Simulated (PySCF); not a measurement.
Silanone, H2OSi, SMILES O=[SiH2], B3LYP/def2-SVP optimised geometry. Atoms within 1.6 Å of the plane z = 0.0 Å (x, y, z in Å): Si1 (-0.31, 0.06, 0.00), O2 (-1.18, 1.33, 0.00), H3 (-0.87, -1.33, 0.00), H4 (1.18, 0.06, 0.00).

Level of theory: B3LYP/def2-TZVP (PySCF 2.14.0). Cells within 0.4 Å of a nucleus heavier than hydrogen are left out (blank, or x).

Map of the deformation density (molecule minus spherical neutral atoms) (e/bohr³) on the plane z = 0.0 Å:

```
|00000000000000000000000000000|
|00000000000000000000000000000|
|00000000000000000000000000000|
|00000000000000000000000000000|
|00000000111110000000000000000|
|00000011111111000000000000000|
|00000111122111000000000000000|
|00000112477321100000000000000|
|00001113xxx631100000000000000|
|00001114xxx642000000000000000|
|000011136xx752000000000000000|
|00000112367741000111000000000|
|00000011245310002331000000000|
|000000001110xxx25774100000000|
|000000000000xxx36897100000000|
|000000000001xx024553000000000|
|00000000012331002221000000000|
|00000000124653000110000000000|
|00000000136963100000000000000|
|00000000027952100000000000000|
|00000000013421100000000000000|
|00000000000010000000000000000|
|00000000000000000000000000000|
|00000000000000000000000000000|
|00000000000000000000000000000|
|00000000000000000000000000000|
|00000000000000000000000000000|
|00000000000000000000000000000|
|00000000000000000000000000000|
```
Scale: ten equal steps from -0.009 (start of '0') to 0.085 (end of '9'), in the order '0123456789'; x runs from -3.50 to 3.50, y from -3.50 (bottom) to 3.50 (top).
